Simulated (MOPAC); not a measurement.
MOPAC input (PM7):

```
PM7 PRECISE GNORM=0.05 LET XYZ CHARGE=-1 GEO-OK AUX(PRECISION=9) THREADS=1
CH6BO2Si

C     2.22242800 1   -0.11295600 1    0.59835000 1
Si    0.72902100 1    0.73914200 1   -0.24555300 1
B    -1.10996500 1   -0.19951400 1   -0.15315800 1
O    -2.16051400 1    0.30209400 1   -0.69113400 1
O    -1.02772000 1   -1.43846500 1    0.57184800 1
H     2.37830400 1   -1.10543900 1    0.16749000 1
H     3.15215900 1    0.45503500 1    0.49845100 1
H     2.01891600 1   -0.25412100 1    1.66306400 1
H     1.18647500 1    0.99073000 1   -1.65726300 1
H     0.70703300 1    2.12643200 1    0.33790900 1
H    -1.92805600 1   -1.79434600 1    0.55807300 1
```

Output:

```
 *******************************************************************************
 **                                                                           **
 **                              MOPAC v23.2.5                                **
 **                                                                           **
 *******************************************************************************
 ** MOPAC's Digital Object Identifier: https://doi.org/10.5281/zenodo.6511958 **
 **                                                                           **
 ** Please cite the open-source release paper for use of this MOPAC version:  **
 ** J. E. Moussa and J. J. P. Stewart (2026)                                  **
 ** MOPAC: An open-source semiempirical molecular orbital program             **
 ** J. Open Source Softw., 11(119), 8025, https://doi.org/10.21105/joss.08025 **
 *******************************************************************************

                              PM7 CALCULATION RESULTS

 *******************************************************************************
 *  PM7        - The PM7 Hamiltonian to be used
 *  GEO-OK     - OVERRIDE INTERATOMIC DISTANCE AND OTHER SAFETY CHECKS
 *
 *
 *
 *                 CHARGE ON SYSTEM = -1
 *
 *
 *
 *  LET        - OVERRIDE SOME SAFETY CHECKS
 *  PRECISE    - TIGHTER CRITERIA TO BE USED
 *  XYZ        - CARTESIAN COORDINATE SYSTEM TO BE USED
 *  GNORM      - EXIT WHEN GRADIENT NORM DROPS BELOW 0.050
 *  AUX        - OUTPUT AUXILIARY INFORMATION
 *******************************************************************************
PM7 PRECISE GNORM=0.05 LET XYZ CHARGE=-1 GEO-OK AUX(PRECISION=9) THREADS=1
 CH6BO2Si

   ATOM   CHEMICAL          X               Y               Z
  NUMBER   SYMBOL      (ANGSTROMS)     (ANGSTROMS)     (ANGSTROMS)

     1       C          2.22242800  *  -0.11295600  *   0.59835000  *
     2      Si          0.72902100  *   0.73914200  *  -0.24555300  *
     3       B         -1.10996500  *  -0.19951400  *  -0.15315800  *
     4       O         -2.16051400  *   0.30209400  *  -0.69113400  *
     5       O         -1.02772000  *  -1.43846500  *   0.57184800  *
     6       H          2.37830400  *  -1.10543900  *   0.16749000  *
     7       H          3.15215900  *   0.45503500  *   0.49845100  *
     8       H          2.01891600  *  -0.25412100  *   1.66306400  *
     9       H          1.18647500  *   0.99073000  *  -1.65726300  *
    10       H          0.70703300  *   2.12643200  *   0.33790900  *
    11       H         -1.92805600  *  -1.79434600  *   0.55807300  *

          CARTESIAN COORDINATES

    NO.       ATOM           X           Y           Z

     1         C          2.2224     -0.1130      0.5983
     2        Si          0.7290      0.7391     -0.2456
     3         B         -1.1100     -0.1995     -0.1532
     4         O         -2.1605      0.3021     -0.6911
     5         O         -1.0277     -1.4385      0.5718
     6         H          2.3783     -1.1054      0.1675
     7         H          3.1522      0.4550      0.4985
     8         H          2.0189     -0.2541      1.6631
     9         H          1.1865      0.9907     -1.6573
    10         H          0.7070      2.1264      0.3379
    11         H         -1.9281     -1.7943      0.5581

 General Reference for PM7:
 "Optimization of Parameters for Semiempirical Methods VI: More Modifications to the
 NDDO Approximations and Re-optimization of Parameters", J. J. P. Stewart, J. Mol. Mod., 1:32, 19 (2013)
 https://link.springer.com/article/10.1007/s00894-012-1667-x

           Empirical Formula: C H6 O2 Si B  =    11 atoms

      MOLECULAR POINT GROUP   :   Cs

      RHF CALCULATION, NO. OF DOUBLY OCCUPIED LEVELS = 15

          Geometry optimization using EF

          DIAGONAL MATRIX USED AS START HESSIAN

 CYCLE:     1  GRAD.:    71.795 HEAT: -173.9802
 CYCLE:     2  GRAD.:   128.405 HEAT: -171.0917
 CYCLE:     3  GRAD.:   195.952 HEAT: -162.2544
 CYCLE:     4  GRAD.:   119.539 HEAT: -172.5167
 CYCLE:     5  GRAD.:   186.436 HEAT: -162.4213
 CYCLE:     6  GRAD.:    99.990 HEAT: -172.9674
 CYCLE:     7  GRAD.:   209.230 HEAT: -162.0446
 CYCLE:     8  GRAD.:    84.957 HEAT: -174.5240
 CYCLE:     9  GRAD.:   129.620 HEAT: -169.0499
 CYCLE:    10  GRAD.:    73.610 HEAT: -175.8049
 CYCLE:    11  GRAD.:   153.416 HEAT: -164.6736
 CYCLE:    12  GRAD.:    14.099 HEAT: -178.4747
 CYCLE:    13  GRAD.:    22.410 HEAT: -178.3153
 CYCLE:    14  GRAD.:    11.150 HEAT: -178.5750
 CYCLE:    15  GRAD.:    23.607 HEAT: -178.3100
 CYCLE:    16  GRAD.:     2.291 HEAT: -178.6603
 CYCLE:    17  GRAD.:     2.122 HEAT: -178.6754
 CYCLE:    18  GRAD.:     2.534 HEAT: -178.7064
 CYCLE:    19  GRAD.:     2.805 HEAT: -178.7662
 CYCLE:    20  GRAD.:     2.056 HEAT: -178.7870
 CYCLE:    21  GRAD.:     3.699 HEAT: -178.8236
 CYCLE:    22  GRAD.:    14.864 HEAT: -178.7599
 CYCLE:    23  GRAD.:     2.713 HEAT: -178.8668
 CYCLE:    24  GRAD.:     2.092 HEAT: -178.8746
 CYCLE:    25  GRAD.:     3.842 HEAT: -178.8751
 CYCLE:    26  GRAD.:     0.556 HEAT: -178.8831
 CYCLE:    27  GRAD.:     0.265 HEAT: -178.8836
 CYCLE:    28  GRAD.:     0.147 HEAT: -178.8839
 CYCLE:    29  GRAD.:     0.103 HEAT: -178.8840
 CYCLE:    30  GRAD.:     0.042 HEAT: -178.8840

     GRADIENT =  0.04159 IS LESS THAN CUTOFF =  0.05000

 -------------------------------------------------------------------------------
 PM7 PRECISE GNORM=0.05 LET XYZ CHARGE=-1 GEO-OK AUX(PRECISION=9) THREADS=1
 CH6BO2Si

     GEOMETRY OPTIMISED USING EIGENVECTOR FOLLOWING (EF).
     SCF FIELD WAS ACHIEVED

                              PM7 CALCULATION
                                                       MOPAC v23.2.5 Linux

          FINAL HEAT OF FORMATION =       -178.88404 KCAL/MOL =    -748.45083 KJ/MOL

          COSMO AREA              =        131.07 SQUARE ANGSTROMS
          COSMO VOLUME            =        121.90 CUBIC ANGSTROMS

          GRADIENT NORM           =          0.04159          =       0.01254 PER ATOM
          IONIZATION POTENTIAL    =          3.614076 EV
          HOMO LUMO ENERGIES (EV) =         -3.614  5.885
          NO. OF FILLED LEVELS    =         15
          MOLECULAR WEIGHT        =         88.9527         POINT GROUP:  Cs

          MOLECULAR DIMENSIONS (Angstroms)

            Atom       Atom       Distance
            H     7    O     4     5.38976
            H    11    H     9     4.00310
            H    10    H     6     2.77033

          SCF CALCULATIONS        =         31

   ATOM   CHEMICAL          X               Y               Z
  NUMBER   SYMBOL      (ANGSTROMS)     (ANGSTROMS)     (ANGSTROMS)

     1       C          2.11127967  *  -0.16512228  *   0.60133604  *
     2      Si          0.77130128  *   0.80815236  *  -0.27469380  *
     3       B         -1.05844571  *  -0.13897126  *  -0.17524191  *
     4       O         -2.15520943  *   0.26261407  *  -0.66735765  *
     5       O         -0.91807206  *  -1.39950668  *   0.57602494  *
     6       H          2.19708529  *  -1.16858904  *   0.15348780  *
     7       H          3.09254013  *   0.32135839  *   0.56033457  *
     8       H          1.83534924  *  -0.31209722  *   1.65829109  *
     9       H          1.08723426  *   0.93935272  *  -1.68521042  *
    10       H          0.59619805  *   2.10249976  *   0.35811612  *
    11       H         -1.75978953  *  -1.84463691  *   0.62717586  *

                             CARTESIAN COORDINATES

   1    C        2.111279670    -0.165122280     0.601336037
   2   Si        0.771301285     0.808152356    -0.274693800
   3    B       -1.058445707    -0.138971256    -0.175241913
   4    O       -2.155209426     0.262614072    -0.667357653
   5    O       -0.918072063    -1.399506683     0.576024939
   6    H        2.197085292    -1.168589038     0.153487796
   7    H        3.092540130     0.321358389     0.560334573
   8    H        1.835349237    -0.312097218     1.658291095
   9    H        1.087234259     0.939352722    -1.685210415
  10    H        0.596198055     2.102499761     0.358116120
  11    H       -1.759789533    -1.844636912     0.627175859

           Empirical Formula: C H6 O2 Si B  =    11 atoms

      MOLECULAR POINT GROUP   :   Cs

                  EIGENVALUES
 -22.86861 -21.53321 -20.86205 -12.32483 -11.12349  -9.79054  -9.78761  -8.77265
  -7.80018  -7.63742  -7.24305  -7.00114  -5.81240  -5.42588  -3.61408   5.88467
   6.12066   6.89762   7.85556   8.32769   9.90296   9.97654  10.78866  11.14428
  11.42037  13.11318  26.61217  26.66861  27.22784  27.41749  27.82031

              NET ATOMIC CHARGES AND DIPOLE CONTRIBUTIONS

  ATOM NO.   TYPE          CHARGE      No. of ELECS.   s-Pop       p-Pop       d-Pop
    1          C          -0.622664        4.6227     1.04759     3.57507
    2         Si          -0.063476        4.0635     0.86177     3.06139     0.14032
    3          B           0.235003        2.7650     0.67746     2.08753
    4          O          -0.612143        6.6121     1.83744     4.77470
    5          O          -0.648381        6.6484     1.80818     4.84020
    6          H           0.153553        0.8464     0.84645
    7          H           0.123398        0.8766     0.87660
    8          H           0.153558        0.8464     0.84644
    9          H          -0.005793        1.0058     1.00579
   10          H          -0.005792        1.0058     1.00579
   11          H           0.292736        0.7073     0.70726
 DIPOLE           X         Y         Z       TOTAL
 POINT-CHG.     3.387     0.154     0.726     3.468
 HYBRID         0.207    -0.974     0.604     1.164
 SUM            3.594    -0.819     1.330     3.919

          ATOMIC ORBITAL ELECTRON POPULATIONS

     Atom    s        px        py        pz      x^2-y^2     xz        z^2       yz        xy
    1  C   1.04759   1.18606   1.19500   1.19401
    2 Si   0.86177   1.10838   1.00831   0.94470   0.03358   0.02224   0.03723   0.02255   0.02473
    3  B   0.67746   0.78167   0.67967   0.62619
    4  O   1.83744   1.53660   1.70689   1.53122
    5  O   1.80818   1.47523   1.56101   1.80395
    6  H   0.84645
    7  H   0.87660
    8  H   0.84644
    9  H   1.00579
   10  H   1.00579
   11  H   0.70726

 **********************
 *                    *
 * JOB ENDED NORMALLY *
 *                    *
 **********************

 == MOPAC DONE ==
```

The dipole moment of an ion depends on the origin.

The geometry given is a B3LYP-D3(BJ)/def2-TZVP minimum.
